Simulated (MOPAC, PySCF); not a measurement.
C₈H₁₃BO, SMILES `C1[C@H]2C[C@H]([C@H](C=O)C2)[C@@H]1B`, neutral singlet in the gas phase. 

Z-matrix (Å, degrees):
```
C
H 1 1.1004
C 1 1.5329 2 117.05
H 3 1.1010 1 113.76 2 62.82
H 3 1.1015 4 108.95 1 126.74
C 3 1.5336 4 113.14 5 127.20
H 6 1.0995 3 116.06 4 -61.82
C 6 1.5364 7 113.72 3 117.97
H 8 1.1007 6 111.81 7 76.76
H 8 1.1008 9 107.01 6 121.69
C 6 1.5367 7 113.67 8 124.85
H 11 1.1000 6 112.37 7 -77.76
H 11 1.1006 12 107.97 6 -123.17
C 1 1.5404 2 113.62 3 -118.84
H 14 1.1208 1 107.62 2 46.43
C 11 1.5438 12 112.60 13 -120.52
H 16 1.1045 11 113.98 12 -2.49
C 16 1.5069 17 106.32 1 118.83
O 18 1.2022 16 125.59 17 131.93
H 18 1.1224 19 120.39 13 176.68
B 14 1.5489 15 95.70 1 123.72
H 21 1.2111 14 120.46 15 83.12
H 21 1.2127 22 118.48 14 174.40
```
Charge 0, spin multiplicity 1.

All levels are single points at this geometry (PBE0-D4/def2-SVP); Pople sets use spherical d functions. Orbital energies aren't observables, and empty levels follow the basis.

```csv
level,HOMO (eV),LUMO (eV),gap (eV),dipole (D),"vertical IE, Delta-SCF (eV)"
B3LYP-D3(BJ)/def2-TZVP in PySCF,-7.15,-1.79,5.36,2.36,9.32
PBE0-D4/def2-TZVP in PySCF,-7.36,-1.56,5.80,2.36,9.36
B3LYP/3-21G in PySCF,-6.66,-1.40,5.26,2.07,–
B3LYP/6-311+G** in PySCF,-7.19,-1.82,5.36,2.47,–
BP86/6-31G* in PySCF,-5.61,-2.28,3.33,2.10,–
SVWN5/6-31G* in PySCF,-5.61,-2.50,3.10,2.16,8.72
HF/6-31G* in PySCF,-10.99,2.72,13.71,2.63,8.44
HF/STO-3G in PySCF,-8.79,6.95,15.74,1.66,–
PM6 in MOPAC,-9.89,-0.19,9.70,3.07,–
```
